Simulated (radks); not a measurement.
All-electron atom: the strontium ion Sr20+ in [Ar].

Calculated with a radial shooting solver on a logarithmic mesh with Libxc functionals: scalar-relativistic Kohn-Sham, PBE, spin-unpolarised, spherical densities, point nucleus.

Energy parts (Ry):
part                        energy
total                  -5900.89444
kinetic                 6065.04653
electron-nucleus      -13120.61973
Hartree                 1313.29150
exchange-correlation    -158.61275

Orbitals (lengths in bohr, moments of r in powers of bohr):
1s: occ. 2; eigenvalue (Ry) -1229.513; <1/r> 38.99
2s: occ. 2; eigenvalue (Ry) -216.4891; <1/r> 8.766
2p: occ. 6; eigenvalue (Ry) -199.0894; <1/r> 8.542
3s: occ. 2; eigenvalue (Ry) -72.73665; <1/r> 3.319
3p: occ. 6; eigenvalue (Ry) -67.11150; <1/r> 3.207

The highest occupied level is 3p at -913.10 eV. Summed over all electrons, <r^2> = 1.965 bohr^2, which gives a Langevin (diamagnetic) susceptibility term of -1.56 x 10^-6 cm^3/mol.
